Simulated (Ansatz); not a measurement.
**Two structures, one formula**

The two ends of one reaction step of SiN$_{2}$H$_{9}$F, closed shell (PBE0-D4/def2-TZVP).

A:

Si1  (-0.734, -0.940, 0.233)
H2  (1.892, 1.487, 2.189)
H3  (-1.864, -1.907, 0.254)
H4  (0.257, -1.332, 1.271)
N5  (-1.422, 0.610, 0.324)
H6  (0.973, 0.510, -1.144)
N7  (0.222, -0.960, -1.239)
H8  (1.883, 1.537, 1.443)
F9  (1.309, 1.400, -0.979)
H10  (-0.840, 1.433, 0.284)
H11  (-2.307, 0.774, 0.770)
H12  (-0.297, -0.927, -2.107)
H13  (0.927, -1.684, -1.298)
(Å)

B:

| atom | x (Å) | y (Å) | z (Å) |
| --- | --- | --- | --- |
| Si1 | -0.9541 | 0.7851 | 0.7578 |
| H2 | 0.1300 | 1.6310 | 1.3061 |
| H3 | -1.5576 | 1.3216 | -0.4828 |
| H4 | -0.3760 | -0.5633 | 0.4456 |
| N5 | -2.2053 | 0.7398 | 1.9462 |
| H6 | 2.7670 | -1.5105 | -1.1982 |
| N7 | 1.8159 | -1.3030 | -1.4767 |
| H8 | 1.4505 | 0.2633 | -1.4142 |
| F9 | 1.1682 | 1.1852 | -1.3141 |
| H10 | -1.9783 | 0.5625 | 2.9111 |
| H11 | -3.1067 | 0.3550 | 1.7150 |
| H12 | 1.6558 | -1.7228 | -2.3841 |
| H13 | 1.1906 | -1.7440 | -0.8118 |

Program: Ansatz 0.2.0. Basis: def2-TZVPP. Cores are frozen in the correlated methods. B3LYP uses VWN-RPA correlation.

**Question.** Which structure is lower at CCSD(T), and by how much? (To be estimated.)

**Answer.** By the calculation: A, by 30.6 kJ/mol (electronic energy, against the other). By their contacts, A is a complex of SiN₂H₆ ([NH2][SiH2][NH2]) + HF + H₂ and B is a complex of SiNH₅ ([NH2][SiH3]) + NH₃ + HF.

All methods give the same order:

| method | E(B) − E(A) (kJ/mol) |
| --- | --- |
| SPW92 | 29.9 |
| PBE-D4 | 29.8 |
| BLYP-D4 | 34.3 |
| r2SCAN-D4 | 34.8 |
| B97M-V | 28.3 |
| PBE0-D4 | 28.8 |
| B3LYP-D4 | 32.1 |
| r2SCAN0-D4 | 32.8 |
| BHLYP-D4 | 30.4 |
| CAM-B3LYP-D4 | 31.0 |
| wB97X-V | 30.2 |
| wB97M-V | 32.2 |
| B2PLYP | 29.6 |
| PBE-QIDH | 30.4 |
| RPA on PBE | 28.1 |
| HF | 20.7 |
| MP2 | 37.0 |
| CCSD | 28.0 |
| CCSD(T) | 30.6 |

The T1 diagnostic stays at or below 0.010.

Labels in which every atom is bracketed show which atoms are joined, not bond orders.

For scale, one of the runs: CCSD(T)/def2-TZVPP, 261 basis functions, launched by `ansatz run in.yaml --threads 8 --pin off --events-out ev --progress --plain --max-ram 19148MiB`. The run took 94 s on 8 CPU threads of an Arm Neoverse V1 (shared host), with 6.4 GiB of host memory at its peak.
